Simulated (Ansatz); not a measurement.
Calculated with Ansatz (gas phase, PBE0-D4/def2-TZVP geometries, no zero-point term in ΔE). CBS: MP2 limit from def2 TZ/QZ plus the TZ coupled-cluster correction, frozen cores. This one scheme is used for every species. Functionals use def2-TZVPP. Each species was taken in one conformer, which may not be the lowest.

Reaction (formal exchange of groups at the Si–C bond): `C[Si]N` + `CCC` → `CC(C)[Si]N` + CH₄

Is it downhill or uphill in electronic energy at CCSD(T)/CBS, and by how much? (An estimate is asked.)

Computed: Uphill: ΔE = +6.6 kJ/mol.

What do these levels give: LDA (SPW92), r2SCANh, r2SCAN0, MP2/def2-QZVPP, HF/CBS(def2), CCSD/CBS(def2)? (An estimate is asked.)

The calculation gave: LDA (SPW92) 3.4, r2SCANh 9.9, r2SCAN0 10.7, MP2/def2-QZVPP 3.8, HF/CBS(def2) 23.7, CCSD/CBS(def2) 9.9 kJ/mol.

Largest T1 diagnostic among the species: 0.013.

The D4 term adds −10.3 kJ/mol with B3LYP and −5.8 kJ/mol with PBE0; it sums over pairs of atoms, weighted by their polarisabilities, and B3LYP, whose exchange is more repulsive, gets the larger term. Leaving LDA and LC-ωPBE aside and taking each functional with its dispersion term where it has one, the values, not all of them listed here, spread over 9.7 kJ/mol, from revPBE-D4 to B2PLYP. LDA lies −8.2 kJ/mol from PBE without D4.

B3LYP here is the variant with VWN-RPA as its local correlation; programs differ in this.
